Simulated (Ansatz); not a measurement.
C₇H₅O₂, that is benzoate with one electron fewer. Total charge 0; doublet. Geometry PBE-D4/def2-SVPD, that of the charge -1 singlet; atoms count from 1.

```csv
atom,x (Å),y (Å),z (Å)
O1,-0.753,-2.844,1.228
C2,-0.278,-1.756,1.662
O3,0.073,-1.451,2.838
C4,-0.101,-0.635,0.601
C5,-0.456,-0.853,-0.744
C6,-0.297,0.157,-1.706
C7,0.224,1.409,-1.334
C8,0.582,1.638,0.006
C9,0.419,0.623,0.962
H10,-0.860,-1.845,-0.995
H11,-0.580,-0.029,-2.755
H12,0.350,2.204,-2.087
H13,0.990,2.618,0.304
H14,0.688,0.764,2.020
```

Problem. Estimate the Mulliken populations from the PBE0/def2-TZVPD orbitals of Ansatz.

Solution. 
| atom | charge (e) | spin (α − β) |
| --- | --- | --- |
| O1 | -0.16 | 0.90 |
| C2 | 0.33 | -0.09 |
| O3 | -0.48 | 0.11 |
| C4 | 0.42 | 0.05 |
| C5 | -0.12 | -0.01 |
| C6 | -0.61 | 0.00 |
| C7 | -0.37 | -0.01 |
| C8 | -0.53 | 0.01 |
| C9 | 0.01 | 0.01 |
| H10 | 0.31 | 0.02 |
| H11 | 0.27 | 0.00 |
| H12 | 0.28 | 0.00 |
| H13 | 0.28 | 0.00 |
| H14 | 0.38 | 0.00 |
Mulliken values depend strongly on the basis. With diffuse functions, as here, like atoms can get unlike values, and bond orders can come out too low or too high.

Problem. Where does the spin sit?

Solution. Summed by element: O 1.01, C -0.03, H 0.02, of 1 unpaired in all. Largest on single atoms: O1 0.90, O3 0.11, C2 -0.09.

Problem. And the Mayer bond orders between heavy atoms (over 0.3)?

Solution. O1–C2 1.15 (1.26 Å); C2–O3 1.55 (1.26 Å); C2–C4 0.91 (1.55 Å); C4–C5 1.20 (1.41 Å); C4–C9 1.40 (1.41 Å); C5–C6 1.32 (1.40 Å); C6–C7 1.50 (1.41 Å); C7–C8 1.49 (1.41 Å); C8–C9 1.21 (1.40 Å).
